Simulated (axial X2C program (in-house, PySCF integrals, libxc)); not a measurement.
Outer orbitals of TcSi at 2.188 Å, BLYP

Computed with an in-house all-electron X2C program for linear molecules (integrals from PySCF). Spin-free means the one-electron spin-free X2C Hamiltonian; two-component (2c) means X2C with spin–orbit coupling and atomic mean-field two-electron Coulomb and Gaunt terms, so the difference of the two also holds small scalar two-electron terms. Basis: Tc dyall-cv3z [12s12p8d5f3g], Si dyall-v3z [8s7p2d1f] (cores contracted in-house); Gaussian nuclei, density fitting, unrestricted open shells. Masses: Tc 98.907 u, Si 27.977 u.

The distance is close to the 2c PBE0 minimum; the highest filled and lowest empty levels are listed.

Spin-free orbitals, state M_S = 3/2, Λ = 0 (beyond evenly filled blocks: σα, δ+α, δ-α) (Löwdin shares):

```tsv
symmetry	occupied	ε (eV)	atomic character
σβ	yes	-10.36	63% Si s, 13% Tc d, 12% Tc p
σα	yes	-10.07	61% Si s, 15% Tc d, 12% Tc s
π-α	yes	-5.61	81% Tc d, 15% Si p
π+α	yes	-5.61	81% Tc d, 15% Si p
δ+α	yes	-5.55	99% Tc d
δ-α	yes	-5.55	99% Tc d
σα	yes	-5.54	72% Tc d, 15% Si p, 7% Si s
π+β	yes	-4.92	60% Tc d, 34% Si p, 3% Tc p
π-β	yes	-4.92	60% Tc d, 34% Si p, 3% Tc p
σβ	yes	-4.86	48% Si p, 36% Tc d, 6% Si s
σα	yes	-4.61	49% Tc s, 38% Si p, 6% Tc p
σβ	no	-3.29	48% Tc s, 35% Tc d, 12% Si p
δ+β	no	-3.23	99% Tc d
δ-β	no	-3.23	99% Tc d
π+α	no	-2.71	49% Si p, 33% Tc p, 14% Tc d
π-α	no	-2.71	49% Si p, 33% Tc p, 14% Tc d
```

Spinors with spin–orbit coupling (state Ω = 3/2):

```json
{"ω": "-1/2", "occupied": "yes", "ε (eV)": "-10.36", "atomic character": "63% Si s, 13% Tc d, 12% Tc p", "λ mixture": "100% σ"}
{"ω": "1/2", "occupied": "yes", "ε (eV)": "-10.07", "atomic character": "61% Si s, 15% Tc d, 12% Tc s", "λ mixture": "100% σ"}
{"ω": "-1/2", "occupied": "yes", "ε (eV)": "-5.66", "atomic character": "81% Tc d, 15% Si p", "λ mixture": "99% π, 1% σ"}
{"ω": "-3/2", "occupied": "yes", "ε (eV)": "-5.66", "atomic character": "99% Tc d", "λ mixture": "99% δ, 1% π"}
{"ω": "3/2", "occupied": "yes", "ε (eV)": "-5.58", "atomic character": "81% Tc d, 16% Si p", "λ mixture": "100% π"}
{"ω": "1/2", "occupied": "yes", "ε (eV)": "-5.55", "atomic character": "72% Tc d, 15% Si p, 7% Si s", "λ mixture": "99% σ, 1% π"}
{"ω": "5/2", "occupied": "yes", "ε (eV)": "-5.46", "atomic character": "99% Tc d", "λ mixture": "100% δ"}
{"ω": "1/2", "occupied": "yes", "ε (eV)": "-4.95", "atomic character": "60% Tc d, 34% Si p, 3% Tc p", "λ mixture": "98% π, 2% σ"}
{"ω": "-3/2", "occupied": "yes", "ε (eV)": "-4.89", "atomic character": "60% Tc d, 35% Si p, 3% Tc p", "λ mixture": "99% π, 1% δ"}
{"ω": "-1/2", "occupied": "yes", "ε (eV)": "-4.85", "atomic character": "47% Si p, 36% Tc d, 6% Si s", "λ mixture": "99% σ, 1% π"}
{"ω": "1/2", "occupied": "yes", "ε (eV)": "-4.61", "atomic character": "49% Tc s, 38% Si p, 6% Tc p", "λ mixture": "100% σ"}
{"ω": "3/2", "occupied": "no", "ε (eV)": "-3.33", "atomic character": "98% Tc d", "λ mixture": "99% δ, 1% π"}
{"ω": "-1/2", "occupied": "no", "ε (eV)": "-3.29", "atomic character": "48% Tc s, 35% Tc d, 12% Si p", "λ mixture": "100% σ"}
{"ω": "-5/2", "occupied": "no", "ε (eV)": "-3.14", "atomic character": "99% Tc d", "λ mixture": "100% δ"}
{"ω": "-1/2", "occupied": "no", "ε (eV)": "-2.75", "atomic character": "49% Si p, 34% Tc p, 14% Tc d", "λ mixture": "100% π"}
```

**Question.** How does the gap between the highest filled and lowest empty level change from the spin-free to the 2c table?

**Answer.** From 1.32 to 1.28 eV at BLYP, a change of -0.04 eV.

Mulliken charges and populations of the two-component result (they depend on the basis, above all on diffuse functions):

Tc 0.02 e (s 8.83 p 18.12 d 16.01 f 0.01), Si -0.02 e (s 5.80 p 8.12 d 0.08 f 0.02). ⟨Lz⟩ = 0.00 ħ and ⟨Sz⟩ = 1.50 ħ (1.76 and -0.26 on the two atoms), which add up to Ω.

The state is one determinant whose occupation by symmetry is held fixed; it was picked as the lowest of a PBE0 search that is not exhaustive. Density functionals use the spin component along the axis (collinear). With several unpaired electrons one determinant need not be a pure state. This is the top spin component of a Σ state; components of lower Ω are not single determinants and can lie lower. The determinant is spin-polarised beyond a pure state at some levels (its spin-free form has ⟨S²⟩ too high), which makes Re and μ there less reliable.
